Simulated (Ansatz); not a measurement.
The cluster Si₇H₇⁻. Charge -1, multiplicity 1. Geometry r2SCAN-D4/def2-SVPD, basis def2-TZVPD, Ansatz.

```xyz
14

Si   -0.753   -0.831   -2.948
Si    0.397    1.827    1.756
Si    1.057   -0.263   -1.447
Si    0.685   -0.215    2.440
Si   -0.155    1.533   -0.490
Si    0.148   -1.345    0.453
Si   -1.615   -0.313   -0.752
H    -0.663   -2.349   -2.683
H     0.202   -2.846    0.531
H     0.601    3.106    2.511
H    -0.381    2.805   -1.263
H     0.973   -0.646    3.850
H    -3.041   -0.287   -0.251
H     2.544   -0.176   -1.707
```

```
run  HOMO (eV)  LUMO (eV)
  A      -1.15       0.69
  B      -1.30       0.96
  C      -1.67       1.28
  D      -0.93       0.68
  E      -1.01       0.73
```

The structure comes from a short search, and lower isomers may exist.

Task: The runs used B97M-V, PBE, PBE0, r2SCAN, r2SCANh. Estimate which is which.

Result: A B97M-V (0 % exact exchange); B r2SCANh (10 % exact exchange); C PBE0 (25 % exact exchange); D PBE (0 % exact exchange); E r2SCAN (0 % exact exchange). Exact exchange lowers occupied and raises empty levels; among semilocal functionals meta-GGAs tend to open the gap a little, and such runs are hard to tell apart. The gap grows from 1.61 eV (PBE) to 2.95 eV (PBE0). The restricted singlet is unstable towards broken spin symmetry in Hartree–Fock (as tested in another run); at B97M-V/def2-TZVPD, r2SCANh-D4/def2-TZVPD, PBE0-D4/def2-TZVPD, PBE-D4/def2-TZVPD and others this wasn't settled.
